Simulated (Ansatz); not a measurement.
BH7SSi2, relaxed with RKS PBE0-D4/def2-TZVP in Ansatz from a PBE-D4/def2-SVP geometry. The force threshold is 0.005 eV/Å; the program also tests the step.

Total charge 0; spin multiplicity 1. The bonds changed during the relaxation, so this is another structure than the one it started from.

Start:

```xyz
11

B     1.160   -1.439    0.933
Si    0.654    0.503    1.103
S     0.522    1.601   -0.775
Si   -1.206    0.573   -1.563
H     1.337   -2.082    1.951
H     1.307   -2.003   -0.133
H     1.700    1.235    1.907
H    -0.652    0.611    1.860
H    -2.457    0.937   -0.809
H    -1.025   -0.921   -1.473
H    -1.341    0.984   -3.000
```

Task: By how much does the energy fall, and how many steps does the optimiser take? (Estimate.)

Result: Ansatz gave: 75.11 kJ/mol, in 52 steps, 3 of them rejected.

Task: Which bonds change most? (Estimate.)

Result: The calculation gave: B1–H10 from 3.291 to 1.215 Å; B1–Si4 from 3.984 to 2.075 Å; Si2–Si4 from 3.251 to 2.450 Å; B1–Si2 from 2.014 to 2.075 Å.

Task: Give the relaxed structure. (Estimate.)

Result: The calculation gave: 
```xyz
11

B     0.259   -1.066    0.013
Si    0.503    0.728    1.026
S    -0.077    2.304   -0.307
Si   -0.716    0.407   -1.076
H     0.229   -1.372    1.188
H     1.290   -1.309   -0.548
H     1.952    0.721    1.317
H    -0.302    0.778    2.268
H    -2.189    0.281   -0.985
H    -0.719   -1.620   -0.449
H    -0.231    0.147   -2.447
```
